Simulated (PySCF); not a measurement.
A calculated (PBE, PySCF 2.14, ANO-RCC-VTZP, the spin-free X2C one-electron Hamiltonian (Gaussian nucleus)) atom or ion has these occupied shells.

```csv
shell,electrons,orbital energy (eV),"rms radius, mean of both spins (bohr)"
1s α,1,-51720.5,0.0245
1s β,1,-51720.5,0.0245
2s α,1,-8582.8,0.0990
2s β,1,-8582.7,0.0990
2p α,3,-7643.4,0.0890
2p β,3,-7643.4,0.0890
3s α,1,-1913.1,0.256
3s β,1,-1910.8,0.256
3p α,3,-1622.0,0.256
3p β,3,-1619.7,0.256
3d α,5,-1235.0,0.235
3d β,5,-1233.2,0.235
4s α,1,-388.42,0.575
4s β,1,-382.97,0.575
4p α,3,-292.04,0.611
4p β,3,-286.65,0.611
4d α,5,-157.96,0.670
4d β,5,-152.63,0.670
5s α,1,-54.615,1.39
5s β,1,-51.946,1.39
5p α,3,-30.975,1.63
5p β,3,-29.043,1.63
4f α,7,-13.190,0.950
4f β,1,-8.566,0.950
6s α,1,-5.279,3.91
6s β,1,-4.823,3.91
6p α,1,-2.158,4.60
```

(1) Name the element and its charge.

## Answers

(1) Tb (terbium, neutral), in [Xe] 4f8 6s2 6p1, one real determinant (an excited configuration).
